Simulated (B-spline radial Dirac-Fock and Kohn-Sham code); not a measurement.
# Kohn-Sham estimates against Dirac-Fock for the levels of Hg⁷⁴⁺

System: mercury as Hg⁷⁴⁺ in the configuration [He] 2s2 2p2.

The density-functional columns are spherical, spin-unpolarised Dirac-Kohn-Sham results without Breit or QED terms: −ε is minus the orbital energy of the initial state and ΔSCF the difference of two total energies. The reference in the last column comes from Dirac-Fock (average of configuration) total-energy differences with a finite nucleus, the Breit interaction including its frequency dependence, and self-energy and vacuum-polarisation corrections. All numbers are from an atomic code on a B-spline grid, in eV; a selection of levels is shown. The Kohn-Sham columns are given as differences from the reference. For the 1s level of heavy atoms much of the gap between ΔSCF and the reference is the Breit and QED part, -405.5 eV here; for other levels the error of the functional can be larger.

| level | LDA −ε − DF | LDA ΔSCF − DF | Dirac-Fock |
| --- | --- | --- | --- |
| K (1s) | -273.8 | +422.4 | 91969.5 |
| L1 (2s) | -117.9 | +54.0 | 22464.7 |
| L2,3 (2p) | -168.0 | +25.3 | 20781.4 |

Values without a named source are computed, but for edge energies of neutral atoms, which are taken from tables.
